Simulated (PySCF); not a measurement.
C₃H₇O (SMILES CC(C)=[OH+]), charge +1, singlet, geometry from GFN2-xTB; DF-BHANDHLYP/STO-3G run with PySCF.

PySCF was given this input:
```python
from pyscf import gto, scf, dft

mol = gto.M(
    atom='''
C     1.269542   -0.515835    0.423476
C     0.009145    0.056029   -0.041316
C    -1.267607   -0.543796    0.336883
O     0.086057    1.089947   -0.772976
H     1.180303   -0.953874    1.415961
H     1.542131   -1.338677   -0.247754
H     2.079476    0.210602    0.376757
H    -2.089298   -0.258307   -0.319501
H    -1.521173   -0.202267    1.347803
H    -1.198735   -1.628863    0.409016
H    -0.747642    1.473420   -1.112737
''',
    basis='sto-3g',
    charge=1,
    spin=0,
    verbose=4,
)

mf = dft.RKS(mol)
mf.xc = 'bhandhlyp'
mf = mf.density_fit(auxbasis='def2-universal-jkfit')
mf.kernel()
```

Question: Write the output that PySCF gives for this input, abridged.

Answer: 
```
PySCF version 2.14.0

[INPUT] verbose = 4
[INPUT] num. atoms = 11
[INPUT] num. electrons = 32
[INPUT] charge = 1
[INPUT] spin (= nelec alpha-beta = 2S) = 0
[INPUT] symmetry False subgroup None
[INPUT] Mole.unit = angstrom
[INPUT] Symbol           X                Y                Z      unit          X                Y                Z       unit  Magmom
[INPUT]  1 C      1.269542000000  -0.515835000000   0.423476000000 AA    2.399086683633  -0.974786875465   0.800253660326 Bohr   0.0
[INPUT]  2 C      0.009145000000   0.056029000000  -0.041316000000 AA    0.017281545409   0.105879465033  -0.078075924563 Bohr   0.0
[INPUT]  3 C     -1.267607000000  -0.543796000000   0.336883000000 AA   -2.395430063582  -1.027625507634   0.636616606022 Bohr   0.0
[INPUT]  4 O      0.086057000000   1.089947000000  -0.772976000000 AA    0.162624161102   2.059701320291  -1.460712940862 Bohr   0.0
[INPUT]  5 H      1.180303000000  -0.953874000000   1.415961000000 AA    2.230449414003  -1.802560617343   2.675778493065 Bohr   0.0
[INPUT]  6 H      1.542131000000  -1.338677000000  -0.247754000000 AA    2.914205238202  -2.529732899254  -0.468187206265 Bohr   0.0
[INPUT]  7 H      2.079476000000   0.210602000000   0.376757000000 AA    3.929640122606   0.397980101286   0.711967545513 Bohr   0.0
[INPUT]  8 H     -2.089298000000  -0.258307000000  -0.319501000000 AA   -3.948201012602  -0.488129486058  -0.603769386525 Bohr   0.0
[INPUT]  9 H     -1.521173000000  -0.202267000000   1.347803000000 AA   -2.874600358083  -0.382229234037   2.546978539867 Bohr   0.0
[INPUT] 10 H     -1.198735000000  -1.628863000000   0.409016000000 AA   -2.265280845930  -3.078104964437   0.772928220565 Bohr   0.0
[INPUT] 11 H     -0.747642000000   1.473420000000  -1.112737000000 AA   -1.412838619222   2.784360266457  -2.102768178670 Bohr   0.0

nuclear repulsion = 129.222777317894
number of shells = 19
number of NR pGTOs = 81
number of NR cGTOs = 27
basis = sto-3g
ecp = {}

******** <class 'pyscf.df.df_jk.DFRKS'> ********
method = DFRKS
initial guess = minao
damping factor = 0
level_shift factor = 0
DIIS = <class 'pyscf.scf.diis.CDIIS'>
diis_start_cycle = 1
diis_space = 8
diis_damp = 0
SCF conv_tol = 1e-09
SCF conv_tol_grad = None
SCF max_cycles = 50
direct_scf = False
XC library pyscf.dft.libxc version 7.1.2
    S. Lehtola, C. Steigemann, M. J. T. Oliveira, and M. A. L. Marques,  SoftwareX 7, 1–5 (2018)
XC functionals = bhandhlyp
    A. D. Becke,  J. Chem. Phys. 98, 1372 (1993)
    Defined through Gaussian implementation.
radial grids:
    Treutler-Ahlrichs [JCP 102, 346 (1995); DOI:10.1063/1.469408] (M4) radial grids

becke partition: Becke, JCP 88, 2547 (1988); DOI:10.1063/1.454033
pruning grids: <function nwchem_prune>
grids dens level: 3
symmetrized grids: False
atomic radii adjust function: <function treutler_atomic_radii_adjust>
small_rho_cutoff = 0
Set gradient conv threshold to 3.16228e-05
Initial guess from minao.
tot grids = 125096
******** <class 'pyscf.df.df.DF'> ********
auxbasis = def2-universal-jkfit
init E= -191.819671001758
  HOMO = -0.352704469599186  LUMO = -0.00456613832291075  gap/eV = 9.47333
cycle= 1 E= -190.882614487473  delta_E= 0.937  |g|= 0.473  |ddm|= 3.85
  HOMO = -0.586938304005616  LUMO = -0.25444208928473  gap/eV = 9.04768
cycle= 2 E= -190.878699317755  delta_E= 0.00392  |g|= 0.537  |ddm|=  1.1
  HOMO = -0.636596011345458  LUMO = -0.220334374375883  gap/eV = 11.32706
cycle= 3 E= -190.954392040795  delta_E= -0.0757  |g|= 0.0394  |ddm|= 0.584
  HOMO = -0.62618749804707  LUMO = -0.200023637391416  gap/eV = 11.59651
cycle= 4 E= -190.954949612044  delta_E= -0.000558  |g|= 0.0124  |ddm|= 0.0714
  HOMO = -0.628804103881938  LUMO = -0.202476337393768  gap/eV = 11.60097
cycle= 5 E= -190.954999248817  delta_E= -4.96e-05  |g|= 0.00127  |ddm|= 0.0186
  HOMO = -0.629370940409608  LUMO = -0.202959120564347  gap/eV = 11.60326
cycle= 6 E= -190.954999975684  delta_E= -7.27e-07  |g|= 0.000358  |ddm|= 0.00245
  HOMO = -0.629263307556333  LUMO = -0.202865445073105  gap/eV = 11.60288
cycle= 7 E= -190.955000040147  delta_E= -6.45e-08  |g|= 5.39e-05  |ddm|= 0.000705
  HOMO = -0.629276118439578  LUMO = -0.202871003419705  gap/eV = 11.60307
cycle= 8 E= -190.955000042065  delta_E= -1.92e-09  |g|= 8.86e-06  |ddm|= 0.000145
  HOMO = -0.629277374798237  LUMO = -0.202870774162982  gap/eV = 11.60311
cycle= 9 E= -190.955000042093  delta_E= -2.85e-11  |g|= 2.78e-06  |ddm|= 1.59e-05
  HOMO = -0.629277590787086  LUMO = -0.202870636885881  gap/eV = 11.60312
Extra cycle  E= -190.955000042095  delta_E= -1.82e-12  |g|= 1.64e-06  |ddm|= 5.63e-06
converged SCF energy = -190.955000042095
```
